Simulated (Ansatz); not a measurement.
```csv
atom,x (Å),y (Å),z (Å)
Ni,0.0000,0.0000,0.0000
Ni,0.0000,0.0000,2.1540
```

Basis set: pcseg-2 (spherical functions). Charge 0, multiplicity 1.

Computed with Ansatz (development build ahead of 0.2.0); each method stands on the lowest determinant of its kind that the runs found.

The atomization energy at this shape (free ground-state atoms in the same class of orbitals less the molecule, no zero-point energy) of singlet Ni2:

```tsv
method	atomization energy
RHF	-824.0 kJ/mol
```

Question: What does PBE (unrestricted) give?

Answer: 228.7 kJ/mol. Caution: another spin multiplicity may lie lower. Caution for PBE (unrestricted): the unrestricted determinant is a mixture of spin states. Caution for RHF: no unrestricted run beside it, a lower state can exist; the molecule lies well above its atoms at this level.

The shape needn't be a minimum at these levels.
